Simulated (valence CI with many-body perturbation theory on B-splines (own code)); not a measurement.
**E1 line list for Nb7+**

Computed by valence CI with perturbative core correlation (CI+MBPT): six valence electrons over a frozen Dirac-Fock core [Ar] 3d10, radial functions for each j: 9 s, 9 p, 8 d, 6 f, 3 g, 1 h, with the one-electron correlation potential Σ1 (screened to all orders), the two-electron term Σ2, the three-electron term Σ3, Breit, model QED; selected single and double excitations, second order for the rest, scaled by the run's own slope (own B-spline code, finite nucleus).

No measured spectrum was set against this ion. As an estimate, levels hold to about 250 cm⁻¹ or 0.2 % of their energy and the worst to 1 %, as in measured heavy ions of charge 2 to 7; those with d or f electrons hold less well. Among the levels kept, up to 970 cm⁻¹ of a level comes from second order outside the variational space, and about a tenth of that is noise between levels of different J, which matters for small intervals.

Lines 1 to 50 of 64 in falling wavelength, among levels below 360730 cm⁻¹, chosen from the strongest by gf and those to the six lowest levels. Wavelengths and rates use the calculated energies, so an error of 600 cm⁻¹ moves a line at 629.6 Å by 0.38 % and its rate by three times that or more. Electric multipoles are in the length gauge, E1 and E2 with the static RPA response of the core. Weak lines are less certain than strong ones. Lines between different terms over intervals too small for the method are left out, as are lines whose strength nearly cancels. The highest levels of a list are the least certain.

Names give the largest LS component (configuration and term), which can be under half, so a name can repeat, a term be missing and a line seem to break the LS rules; names also repeat where a configuration has a term twice. Letters in brackets count levels of one name in rising energy.

```csv
λ vac (Å),Upper,Lower,A (s⁻¹),S (a.u.)
629.6,4s.4p5 3P°_1,4s2.4p4 1S_0,3.65e+07,1.35e-02
551.9,4s.4p5 3P°_2,4s2.4p4 1D_2,1.56e+08,6.48e-02
520.3,4s.4p5 3P°_1,4s2.4p4 1D_2,2.51e+07,5.23e-03
511.0,4s.4p5 3P°_2,4s2.4p4 3P_1,6.03e+08,1.99e-01
488.7,4s.4p5 1P°_1,4s2.4p4 1S_0,3.48e+08,6.02e-02
483.8,4s.4p5 3P°_1,4s2.4p4 3P_1,6.57e+08,1.10e-01
478.7,4s.4p5 3P°_1,4s2.4p4 3P_0,8.42e+08,1.37e-01
470.7,4s.4p5 3P°_2,4s2.4p4 3P_2,1.96e+09,5.04e-01
465.0,4s.4p5 3P°_0,4s2.4p4 3P_1,2.95e+09,1.46e-01
447.5,4s.4p5 3P°_1,4s2.4p4 3P_2,1.62e+09,2.15e-01
436.8,4s2.4p3.4d 5D°_1,4s2.4p4 1S_0,2.15e+05,2.65e-05
420.1,4s.4p5 1P°_1,4s2.4p4 1D_2,6.89e+09,7.57e-01
400.0,4s2.4p3.4d 3D°_1 [a],4s2.4p4 1S_0,2.91e+06,2.75e-04
396.0,4s.4p5 1P°_1,4s2.4p4 3P_1,5.03e+07,4.62e-03
392.6,4s.4p5 1P°_1,4s2.4p4 3P_0,8.33e+05,7.46e-05
381.3,4s2.4p3.4d 5D°_2,4s2.4p4 1D_2,3.82e+06,5.23e-04
381.2,4s2.4p3.4d 5D°_1,4s2.4p4 1D_2,4.43e+06,3.64e-04
381.2,4s2.4p3.4d 5D°_3,4s2.4p4 1D_2,1.43e+06,2.74e-04
371.3,4s.4p5 1P°_1,4s2.4p4 3P_2,6.03e+08,4.57e-02
363.3,4s2.4p3.4d 3D°_2 [a],4s2.4p4 1D_2,1.94e+07,2.29e-03
361.9,4s2.4p3.4d 5D°_0,4s2.4p4 3P_1,3.18e+08,7.43e-03
361.3,4s2.4p3.4d 5D°_1,4s2.4p4 3P_1,1.02e+08,7.09e-03
358.4,4s2.4p3.4d 5D°_1,4s2.4p4 3P_0,3.65e+07,2.49e-03
354.9,4s2.4p3.4d 3D°_3,4s2.4p4 1D_2,8.11e+04,1.25e-05
354.3,4s2.4p3.4d 3D°_1 [b],4s2.4p4 1S_0,1.12e+08,7.34e-03
352.9,4s2.4p3.4d 3D°_1 [a],4s2.4p4 1D_2,4.72e+02,3.07e-08
349.3,4s2.4p3.4d 3F°_2 [a],4s2.4p4 1D_2,7.04e+04,7.40e-06
346.1,4s2.4p3.4d 3P°_1,4s2.4p4 1S_0,1.07e+07,6.58e-04
345.7,4s2.4p3.4d 3F°_3 [a],4s2.4p4 1D_2,3.17e+07,4.52e-03
345.2,4s2.4p3.4d 3D°_2 [a],4s2.4p4 3P_1,1.28e+06,1.29e-04
340.7,4s2.4p3.4d 5D°_2,4s2.4p4 3P_2,2.91e+08,2.84e-02
340.6,4s2.4p3.4d 5D°_1,4s2.4p4 3P_2,3.02e+08,1.77e-02
340.6,4s2.4p3.4d 5D°_3,4s2.4p4 3P_2,1.46e+08,1.99e-02
335.7,4s2.4p3.4d 3D°_1 [a],4s2.4p4 3P_1,7.91e+07,4.43e-03
335.4,4s2.4p3.4d 3G°_3,4s2.4p4 1D_2,1.53e+08,2.00e-02
333.3,4s2.4p3.4d 3D°_1 [a],4s2.4p4 3P_0,3.82e+07,2.09e-03
332.5,4s2.4p3.4d 3F°_2 [a],4s2.4p4 3P_1,4.06e+05,3.68e-05
330.9,4s2.4p3.4d 1S°_0,4s2.4p4 3P_1,6.51e+07,1.16e-03
326.2,4s2.4p3.4d 3D°_2 [a],4s2.4p4 3P_2,3.06e+08,2.62e-02
319.5,4s2.4p3.4d 3D°_3,4s2.4p4 3P_2,2.88e+07,3.24e-03
317.8,4s2.4p3.4d 3D°_1 [a],4s2.4p4 3P_2,1.39e+08,6.62e-03
316.9,4s2.4p3.4d 1D°_2,4s2.4p4 1D_2,7.41e+08,5.82e-02
316.8,4s2.4p3.4d 3D°_1 [b],4s2.4p4 1D_2,8.10e+08,3.81e-02
314.9,4s2.4p3.4d 3F°_2 [a],4s2.4p4 3P_2,2.33e+08,1.80e-02
312.0,4s2.4p3.4d 3F°_3 [a],4s2.4p4 3P_2,1.28e+08,1.34e-02
310.3,4s2.4p3.4d 3P°_1,4s2.4p4 1D_2,1.70e+09,7.51e-02
307.0,4s2.4p3.4d 3D°_2 [b],4s2.4p4 1D_2,1.63e+06,1.16e-04
305.4,4s2.4p3.4d 3F°_3 [b],4s2.4p4 1D_2,7.42e+08,7.30e-02
304.1,4s2.4p3.4d 3F°_2 [b],4s2.4p4 1D_2,9.28e+08,6.44e-02
303.5,4s2.4p3.4d 3G°_3,4s2.4p4 3P_2,5.66e+08,5.46e-02
```
